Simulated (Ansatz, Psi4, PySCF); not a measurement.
aziridine (C₂H₅N), singlet, at a GFN2-xTB geometry. Base run: B3LYP/6-31G* (PySCF).

Input for PySCF:
```python
from pyscf import gto, scf, dft

mol = gto.Mole()
mol.atom = '''
    C    -0.04252334   -0.38733500    0.73947652
    N    -0.01011255    0.85146718   -0.00126732
    C    -0.05037456   -0.38962699   -0.73777732
    H     0.89670534    1.30833644   -0.00679566
    H    -0.96703575   -0.57186181    1.26898429
    H    -0.98045991   -0.57578070   -1.25685328
    H     0.84619301   -0.72763722    1.25923727
    H     0.83277259   -0.73155502   -1.26589656
'''
mol.basis = '6-31g*'
mol.verbose = 3
mol.build()

mf = dft.RKS(mol)
mf.xc = 'b3lyp'
mf.kernel()
```

The same geometry, method and basis name were run in Ansatz (an electronic-structure program) and Psi4 and PySCF, at each program's defaults and at the settings that a row names. The base is PySCF at its defaults. Differences at the defaults can come from grids, fitting, cores and function types together.

```tsv
code and settings	ΔE vs base (µEh)	basis functions	E (Eh)	SCF cycles	dipole (D)
PySCF, defaults (exact integrals, its default grid, spherical functions)	0.0	52	-133.91554	8	1.66
Psi4, defaults (density fitting with its default set, its default grid, Cartesian functions)	___	55	___	8	___
Ansatz, defaults (factorised integrals, its default grid, Cartesian functions)	-2560	55	-133.91810	-	-
PySCF, density fitting with def2-universal-jkfit	___	52	___	8	1.66
PySCF, fine grid	2.8	52	-133.91554	8	1.66
Psi4, exact integrals, spherical functions, fine grid	3.0	52	-133.91554	10	1.66
Ansatz, high accuracy, Cartesian functions as the basis file defines them	-2558	55	-133.91810	-	-
```

Problem. Fill in the missing entries.

Solution. 
- Psi4, defaults (density fitting with its default set, its default grid, Cartesian functions), ΔE vs base (µEh): -2612
- Psi4, defaults (density fitting with its default set, its default grid, Cartesian functions), E (Eh): -133.91815
- Psi4, defaults (density fitting with its default set, its default grid, Cartesian functions), dipole (D): 1.67
- PySCF, density fitting with def2-universal-jkfit, ΔE vs base (µEh): -54.0
- PySCF, density fitting with def2-universal-jkfit, E (Eh): -133.91559
